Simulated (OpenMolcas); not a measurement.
# d6 ions of charge +3 down a group on the Mg site of MgO

```json
{"Program": "OpenMolcas", "Method": "SS-CASPT2, IPEA 0.25 Eh, imaginary shift 0.1 Eh", "Spin-orbit coupling": "RASSI with atomic mean-field integrals over the reference wave functions"}
```

The d shell is active; CASPT2 correlates the ligand valence shells and the outer metal core. Each dopant is a cluster with its nearest anions in model potentials and point charges, with no relaxation and no local charge compensation. Distances were set from a Shannon-type radius of the metal (high-spin where two are listed) plus a fixed donor radius (O 1.38 Å), in hosts weighted 0.65 to 0.35 with the host's distance in the model lattice. Ligand basis ANO-RCC-VDZP, DKH2 Hamiltonian. States (labels of O, the rotations of Oh). Energies in cm-1 above the lowest state or level, χT in cm3 K/mol. Spin-only χT is S(S+1) / 2 for the spin of the ground state.

| Ion | Shell | R (Å) | Metal basis | Ground state | First state of that spin | First gap with spin-orbit (degeneracies) | χT at 300 K | First state of another spin | Spin-only χT |
| --- | --- | --- | --- | --- | --- | --- | --- | --- | --- |
| Rh3+ | 4d6 | 2.066 | ANO-RCC-VTZP | 1A1 | 22240 | 20260 (1, 2) | 0.022 | 2S+1 = 3: 20810 | 0.000 |
| Ir3+ | 5d6 | 2.076 | ANO-RCC-VTZP | 1A1 | 1T1 28970 | 24030 (1, 2) | 0.016 | 2S+1 = 3: 26190 | 0.000 |

Below the highest spin of the shell: Rh3+, Ir3+. χT departs most from the spin-only value for Rh3+, by +0.022 cm3 K/mol.

Roots that are degenerate in the reference are averaged as groups; the widest CASPT2 spread within a group is 670 cm-1 (the 3-fold group of multiplicity 1 near 22200 cm-1 above the lowest state of its run, Rh3+). Shifts and gaps below about the spread of the groups concerned are not significant. Over all roots computed the reference weight is 0.65 to 0.68 in Rh3+, 0.66 to 0.69 in Ir3+; a low but even weight reflects the number of correlated electrons. Ligand-to-metal charge-transfer states are missing. With no ligand orbital active B as a rule stays too high, so bands that hang on it stand too high and its fall with covalency is understated. With one d shell and no ligand orbital active, 10Dq can be off by a tenth or more. The least metal-like active orbital is 72 % on the metal (Löwdin) and no ligand orbital is active, so the numbers are rough (holds for Rh3+). The least metal-like active orbital is 71 % on the metal (Löwdin) and no ligand orbital is active, so the numbers are rough (holds for Ir3+). No measured value stands beside these numbers; the geometry was set by hand and not optimised.

A state without a sure symmetry label is named by its multiplicity alone.
